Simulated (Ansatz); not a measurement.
```yaml
crystal:
  periodic: [false, false, false]
  atoms:
    - {symbol: O, position_ang: [0.104152, 3.377118, 0.746336]}
    - {symbol: Zn, position_ang: [0.036450, 1.657946, 0.347134]}
    - {symbol: N, position_ang: [0.046851, -0.135649, 0.026357]}
    - {symbol: Si, position_ang: [-1.109642, -1.118376, 0.844087]}
    - {symbol: Si, position_ang: [1.195860, -0.757838, -1.098197]}
    - {symbol: H, position_ang: [-0.443277, 3.947448, 0.204034]}
    - {symbol: H, position_ang: [-1.999563, -1.838532, -0.110397]}
    - {symbol: H, position_ang: [-0.460076, -2.142331, 1.710067]}
    - {symbol: H, position_ang: [-1.954334, -0.241225, 1.704485]}
    - {symbol: H, position_ang: [2.003022, 0.377651, -1.629581]}
    - {symbol: H, position_ang: [0.534821, -1.443159, -2.244890]}
    - {symbol: H, position_ang: [2.122636, -1.738154, -0.465436]}
basis:
  gaussian: {orbitals: def2-SVPD, fitting: {mean_field: cc-pVTZ-jkfit}}
magnetization: {spin_polarized: true, initial_magnetization: 0}
hamiltonian: {xc: {name: B3LYP5}}
scf: {lower_state_search: full}
output: {forces: true}
```

```sh
$ ansatz run in.yaml --threads 4 --pin off --events-out ev --progress --plain --max-ram 11315MiB
```

Problem. How does Ansatz answer? (Estimate.)

Solution. Computed: The input was rejected before any iteration.
```
Functional definition: B3LYP5
Error: <dir> the basis set cc-pVTZ-JKFIT has no functions for Zn
```

B3LYP here is the variant with VWN-RPA as its local correlation; programs differ in this.
